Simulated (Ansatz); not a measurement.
C₃H₈SSi (`CS[SiH]1CC1`). Charge 0, multiplicity 1. Geometry: relaxed with PBE0-D4/def2-TZVP. It is one conformer, not always the lowest.

```xyz
13

C    -1.243    1.982   -1.011
S     0.509    1.503   -0.911
Si    0.431    0.101    0.662
C     1.529   -1.373    0.550
C     0.027   -1.668    0.321
H    -1.865    1.128   -1.276
H    -1.585    2.418   -0.073
H    -1.315    2.736   -1.795
H     0.089    0.653    1.993
H     1.968   -1.778    1.456
H     2.173   -1.484   -0.316
H    -0.250   -1.961   -0.686
H    -0.469   -2.256    1.086
```

(1) What is the dipole moment at PBE/def2-TZVPP? (Estimate.)

(2) And with r2SCAN, B3LYP, ωB97M-V? (Estimate.)

(3) Give the Mulliken charges with PBE, ωB97M-V, r2SCAN in def2-TZVPP. (Estimate.)

## Answers

(1) Computed: 1.31 D, with components (-1.31, -0.10, 0.10) D in this frame, pointing from negative to positive charge.

(2) Ansatz gave: r2SCAN 1.39 D, B3LYP 1.36 D, ωB97M-V 1.37 D.

(3) Ansatz gave: 
| atom | PBE | ωB97M-V | r2SCAN |
| --- | --- | --- | --- |
| C1 | -0.27 | -0.35 | -0.14 |
| S2 | -0.19 | -0.16 | -0.22 |
| Si3 | 0.21 | 0.27 | 0.31 |
| C4 | -0.21 | -0.29 | -0.20 |
| C5 | -0.20 | -0.29 | -0.20 |
| H6 | 0.13 | 0.14 | 0.09 |
| H7 | 0.12 | 0.14 | 0.08 |
| H8 | 0.12 | 0.14 | 0.08 |
| H9 | -0.07 | -0.03 | -0.08 |
| H10 | 0.09 | 0.10 | 0.07 |
| H11 | 0.09 | 0.11 | 0.07 |
| H12 | 0.09 | 0.11 | 0.07 |
| H13 | 0.08 | 0.10 | 0.07 |

B3LYP here is the variant with VWN-RPA as its local correlation; programs differ in this.
